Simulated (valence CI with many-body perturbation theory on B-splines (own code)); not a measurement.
# Forbidden lines of Rh²³⁺

Computed by relativistic CI+MBPT: four valence electrons over a frozen Dirac-Fock core [Ar], a basis of 7 s, 7 p, 8 d, 6 f, 4 g, 1 h functions for each j, with the one-electron correlation potential Σ1 (screened to all orders), the two-electron term Σ2, the three-electron term Σ3, Breit, model QED; selected single and double excitations, second order for the rest, scaled by the run's own slope (own B-spline code, finite nucleus).

No measured spectrum was set against this ion. As an estimate, terms of the open shell hold to 2 to 4 % of their energy, and close levels can change places. Only levels of the ground parity were solved; by the run's estimate the other parity begins above the list, which can be wrong where configurations are misplaced.

Lines 51 to 100 of 120 in falling wavelength, among levels below 478470 cm⁻¹, chosen from the decays that carry over 1 % of a level's rate. Wavelengths and rates use the calculated energies, so an error of 3000 cm⁻¹ moves a line at 1526 Å by 4.6 % and its rate by three times that or more. Weak lines are less certain than strong ones. Lines between different terms over intervals too small for the method are left out, as are lines whose strength nearly cancels. Branching is blank where the lifetime is uncertain.

Names give the largest LS component (configuration and term), which can be under half, so a name can repeat, a term be missing and a line seem to break the LS rules; names also repeat where a configuration has a term twice. Letters in brackets count levels of one name in rising energy.

| λ vac (Å) | Upper | Lower | Type | A (s⁻¹) | Branch % |
| --- | --- | --- | --- | --- | --- |
| 1526 | 3d⁴ ¹I_6 | 3d⁴ ³H_5 | M1 | 1.16e+03 | 53.7 |
| 1519 | 3d⁴ ³D_1 | 3d⁴ ³F_2 [a] | M1 | 1.02e+03 | 14.8 |
| 1471 | 3d⁴ ³G_3 | 3d⁴ ⁵D_3 | M1 | 1.31e+03 | 58.7 |
| 1470 | 3d⁴ ¹G_4 [a] | 3d⁴ ³G_4 | M1 | 5.98e+02 |  |
| 1430 | 3d⁴ ³P_0 [a] | 3d⁴ ⁵D_1 | M1 | 7.52e+03 | 100.0 |
| 1422 | 3d⁴ ³P_2 [d] | 3d⁴ ³P_2 [b] | M1 | 1.03e+03 | 25.9 |
| 1412 | 3d⁴ ³P_2 [c] | 3d⁴ ³P_2 [a] | M1 | 8.66e+02 | 15.3 |
| 1389 | 3d⁴ ¹F_3 | 3d⁴ ³F_3 [a] | M1 | 3.77e+02 |  |
| 1273 | 3d⁴ ¹F_3 | 3d⁴ ³F_4 [a] | M1 | 1.09e+02 |  |
| 1272 | 3d⁴ ³G_5 | 3d⁴ ³H_4 | M1 | 5.34e+01 | 2.8 |
| 1241 | 3d⁴ ¹F_3 | 3d⁴ ³P_2 [a] | M1 | 6.14e+02 |  |
| 1230 | 3d⁴ ³G_3 | 3d⁴ ⁵D_2 | M1 | 7.63e+02 | 34.3 |
| 1180 | 3d⁴ ³F_4 [b] | 3d⁴ ³G_5 | M1 | 7.63e+02 |  |
| 1174 | 3d⁴ ³G_4 | 3d⁴ ⁵D_4 | M1 | 3.21e+02 | 19.4 |
| 1168 | 3d⁴ ³F_2 [a] | 3d⁴ ⁵D_2 | M1 | 1.37e+03 | 45.4 |
| 1164 | 3d⁴ ³F_2 [b] | 3d⁴ ³D_1 | M1 | 1.16e+03 | 16.5 |
| 1157 | 3d⁴ ³P_1 [a] | 3d⁴ ⁵D_2 | M1 | 4.68e+03 | 88.1 |
| 1154 | 3d⁴ ¹F_3 | 3d⁴ ³G_4 | M1 | 5.08e+02 |  |
| 1146 | 3d⁴ ¹S_0 [a] | 3d⁴ ³P_1 [a] | M1 | 6.57e+03 |  |
| 1110 | 3d⁴ ¹G_4 [a] | 3d⁴ ³H_5 | M1 | 4.15e+02 |  |
| 1072 | 3d⁴ ³F_4 [b] | 3d⁴ ³D_3 | M1 | 2.13e+03 |  |
| 1072 | 3d⁴ ³F_4 [a] | 3d⁴ ⁵D_4 | M1 | 1.02e+03 | 30.4 |
| 1062 | 3d⁴ ³G_4 | 3d⁴ ⁵D_3 | M1 | 7.68e+01 | 4.7 |
| 1061 | 3d⁴ ¹G_4 [a] | 3d⁴ ³G_3 | M1 | 1.21e+02 |  |
| 1058 | 3d⁴ ³F_2 [b] | 3d⁴ ³P_2 [b] | M1 | 1.09e+03 | 15.5 |
| 1020 | 3d⁴ ³P_2 [c] | 3d⁴ ³P_1 [a] | M1 | 7.34e+02 | 13.0 |
| 1017 | 3d⁴ ³D_1 | 3d⁴ ³P_0 [a] | M1 | 2.35e+03 | 34.1 |
| 1011 | 3d⁴ ³P_2 [c] | 3d⁴ ³F_2 [a] | M1 | 3.38e+02 | 6.0 |
| 1001 | 3d⁴ ³F_3 [a] | 3d⁴ ⁵D_4 | M1 | 1.39e+03 | 70.2 |
| 996.7 | 3d⁴ ³P_2 [a] | 3d⁴ ⁵D_3 | M1 | 4.29e+02 | 39.8 |
| 977.3 | 3d⁴ ³F_4 [a] | 3d⁴ ⁵D_3 | M1 | 8.85e+02 | 26.3 |
| 976.3 | 3d⁴ ³F_2 [a] | 3d⁴ ⁵D_1 | M1 | 1.62e+03 | 53.7 |
| 969.2 | 3d⁴ ³P_2 [c] | 3d⁴ ³G_3 | M1 | 1.32e+03 | 23.3 |
| 948.1 | 3d⁴ ³F_2 [b] | 3d⁴ ³D_3 | M1 | 6.27e+02 | 8.9 |
| 918.1 | 3d⁴ ³F_3 [a] | 3d⁴ ⁵D_3 | M1 | 2.42e+02 | 12.2 |
| 913.2 | 3d⁴ ³F_4 [b] | 3d⁴ ³F_4 [a] | M1 | 1.39e+03 |  |
| 913.0 | 3d⁴ ³D_3 | 3d⁴ ⁵D_4 | M1 | 4.22e+02 | 8.4 |
| 885.6 | 3d⁴ ¹F_3 | 3d⁴ ³G_3 | M1 | 6.42e+02 |  |
| 878.7 | 3d⁴ ¹G_4 [a] | 3d⁴ ³H_4 | M1 | 2.32e+02 |  |
| 868.9 | 3d⁴ ³F_2 [b] | 3d⁴ ³F_3 [a] | M1 | 2.52e+03 | 36.0 |
| 850.1 | 3d⁴ ³F_4 [b] | 3d⁴ ³G_4 | M1 | 2.11e+03 |  |
| 847.2 | 3d⁴ ³G_5 | 3d⁴ ⁵D_4 | M1 | 1.48e+02 | 7.8 |
| 843.6 | 3d⁴ ³D_3 | 3d⁴ ⁵D_3 | M1 | 1.01e+03 | 20.2 |
| 808.5 | 3d⁴ ³F_2 [b] | 3d⁴ ³P_2 [a] | M1 | 3.13e+02 | 4.5 |
| 802.8 | 3d⁴ ³F_3 [b] | 3d⁴ ³F_4 [a] | M1 | 4.85e+02 |  |
| 789.0 | 3d⁴ ³P_2 [d] | 3d⁴ ³P_1 [a] | M1 | 6.97e+02 | 17.5 |
| 783.8 | 3d⁴ ³P_2 [d] | 3d⁴ ³F_2 [a] | M1 | 4.09e+01 | 1.0 |
| 772.2 | 3d⁴ ³P_2 [b] | 3d⁴ ⁵D_3 | M1 | 4.43e+03 | 74.9 |
| 766.2 | 3d⁴ ³P_2 [a] | 3d⁴ ⁵D_1 | M1 | 3.39e+02 | 31.4 |
| 758.5 | 3d⁴ ³P_2 [d] | 3d⁴ ³G_3 | M1 | 6.51e+02 | 16.3 |
